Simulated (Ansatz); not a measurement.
Task: Name a neutral molecule of Ge, Si and H with HOMO–LUMO gap (PBE/def2-TZVPP) between 4.65 and 4.95 eV and vertical ionisation energy (CCSD(T)/def2-TZVPP) between 9.25 and 9.55 eV (Ansatz, PBE0-D4/def2-TZVP geometry).

Result: `[SiH2]1[SiH2][GeH2][SiH2][GeH2]1` (4.93 eV, 9.38 eV). Other molecules can fit too; these were computed, each in one conformer that needn't be the lowest.
